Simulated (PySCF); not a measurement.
C2H9AlOSi. Atoms are numbered in the order given.

```xyz
14

Al     0.1469     0.8138     0.5200
C      1.6142     1.9856    -0.0036
H      2.5864     1.4966     0.1810
H      1.6157     2.9408     0.5446
H      1.5811     2.2115    -1.0825
C     -1.0517     1.1532     2.0194
H     -1.7645     0.3321     2.1908
H     -1.6351     2.0753     1.8521
H     -0.4852     1.3133     2.9527
O     -0.0887    -0.6046    -0.4054
Si    -0.3652    -1.9776    -1.2602
H     -1.6022    -2.6683    -0.7775
H      0.7842    -2.9246    -1.1173
H     -0.5426    -1.6660    -2.7128
```

Geometry: PBE0-D3(BJ)/def2-SVP. The isomer is the one that the SMILES or the coordinates give; other isomers of the formula were not compared. The values are those of a single conformer.

Method: PBE0-D3(BJ)/def2-SVP run with PySCF.

Frequencies are harmonic and unscaled.

A small imaginary wavenumber (i) marks a very flat motion, where grid noise or a shallow saddle decides the sign.

| mode | ν (cm⁻¹) | IR (km/mol) | moving atoms (share of kinetic energy) |
|---|---|---|---|
| 1 | 19i | 0.0 | H 98 % |
| 2 | 11i | 0.0 | H 94 % |
| 3 | 26 | 0.5 | H 37 %, O 25 %, C 19 %, Si 15 % |
| 4 | 29 | 0.1 | H 85 % |
| 5 | 77 | 0.5 | O 57 %, H 20 %, C 10 %, Si 9 % |
| 6 | 155 | 3.3 | C 45 %, H 37 %, Si 8 % |
| 7 | 209 | 15.2 | Al 48 %, H 27 %, O 17 % |
| 8 | 216 | 17.2 | O 42 %, C 21 %, H 21 %, Al 15 % |
| 9 | 464 | 0.1 | C 39 %, Si 30 %, H 17 %, Al 12 % |
| 10 | 560 | 0.0 | H 85 %, C 15 % |
| 11 | 616 | 3.4 | H 43 %, C 31 %, Al 19 % |
| 12 | 624 | 0.9 | H 57 %, C 32 %, Al 9 % |
| 13 | 688 | 80.3 | H 68 %, C 20 %, Al 11 % |
| 14 | 721 | 58.2 | Al 40 %, H 33 %, C 26 % |
| 15 | 737 | 134.3 | H 75 % |
| 16 | 740 | 82.2 | H 83 %, Si 9 % |
| 17 | 753 | 165.4 | H 55 %, Al 22 %, C 21 % |
| 18 | 953 | 85.5 | H 96 % |
| 19 | 955 | 84.4 | H 96 % |
| 20 | 1001 | 410.9 | H 86 %, Si 13 % |
| 21 | 1127 | 512.6 | O 77 %, Si 10 %, Al 8 % |
| 22 | 1210 | 47.7 | H 78 %, C 21 % |
| 23 | 1212 | 47.1 | H 78 %, C 21 % |
| 24 | 1420 | 1.6 | H 96 % |
| 25 | 1421 | 0.6 | H 95 % |
| 26 | 1423 | 0.2 | H 95 % |
| 27 | 1425 | 4.7 | H 96 % |
| 28 | 2216 | 171.3 | H 96 % |
| 29 | 2219 | 170.4 | H 96 % |
| 30 | 2225 | 99.5 | H 99 % |
| 31 | 3043 | 3.1 | H 97 % |
| 32 | 3045 | 1.4 | H 97 % |
| 33 | 3133 | 4.2 | H 91 %, C 9 % |
| 34 | 3138 | 3.6 | H 91 %, C 9 % |
| 35 | 3156 | 6.3 | H 91 %, C 9 % |
| 36 | 3161 | 4.7 | H 91 %, C 9 % |
